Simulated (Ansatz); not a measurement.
```yaml
crystal:
  periodic: [false, false, false]
  atoms:
    - {symbol: C, position_ang: [-0.499321, -3.178549, -0.661672]}
    - {symbol: S, position_ang: [-1.622938, -1.949506, 0.041318]}
    - {symbol: B, position_ang: [-0.685076, -0.418655, 0.074554]}
    - {symbol: S, position_ang: [1.093882, -0.466987, -0.181845]}
    - {symbol: C, position_ang: [1.574271, 1.206603, -0.668530]}
    - {symbol: S, position_ang: [-1.736856, 1.023183, 0.360231]}
    - {symbol: C, position_ang: [-0.722303, 2.189598, 1.304635]}
    - {symbol: H, position_ang: [-1.096707, -4.066256, -0.867538]}
    - {symbol: H, position_ang: [0.288932, -3.434939, 0.045073]}
    - {symbol: H, position_ang: [-0.056493, -2.812080, -1.586712]}
    - {symbol: H, position_ang: [1.866905, 1.805134, 0.192308]}
    - {symbol: H, position_ang: [2.429433, 1.102266, -1.335519]}
    - {symbol: H, position_ang: [0.758369, 1.689839, -1.203364]}
    - {symbol: H, position_ang: [0.029456, 1.658921, 1.885939]}
    - {symbol: H, position_ang: [-0.246240, 2.924972, 0.658109]}
    - {symbol: H, position_ang: [-1.398214, 2.703957, 1.987114]}
basis:
  gaussian: {orbitals: def2-TZVP}
magnetization: {spin_polarized: true, initial_magnetization: 2}
hamiltonian: {xc: {name: B2PLYP}}
```

```sh
$ ansatz run in.yaml --threads 2 --pin off --events-out ev --progress --plain --max-ram 32768MiB --backend cuda --devices 0, --max-vram 18GiB
```

Output, abridged:

```
Functional definition: B2PLYP
1903 factors; integrals over basis functions are off by at most 1.3e-3 eV
mean field evaluation 1: about -36407.9785 eV, gradient 3.8e1 eV
mean field evaluation 2: about -36408.2842 eV, gradient 3.8e1 eV
mean field evaluation 4: about -36415.4323 eV, gradient 5.5e0 eV
mean field evaluation 8: about -36415.7894 eV, gradient 7.5e-1 eV
mean field evaluation 16: about -36415.8266 eV, gradient 5.0e-2 eV
mean field evaluation 32: about -36415.8273 eV, gradient 8.3e-4 eV
mean field -36415.82734294 eV, -1338.2569713186 hartree, gradient 6.2e-6 eV, S^2 2.018875; 4 other end points of the search recorded, 0 dependent functions left out
19 core orbitals not correlated: weight in the atoms' cores, before any rotation towards them, 1.000 or more for the frozen orbitals, at most 0.000 for the correlated occupied ones
reference -36415.82754675 eV, -1338.2569788087 hartree; 22, 20 occupied and 248, 250 virtual orbitals, 1903 factors
second order -38.08748665 eV of doubles, -0.00000000 eV of singles
Total energy: -36426.11116815 eV, -1338.6348949245 hartree
```

It took 23 s on 2 threads of an AMD EPYC 7R13 on a shared host and a share of an NVIDIA H100 80 GB, with 1.4 GiB of host memory at the peak.
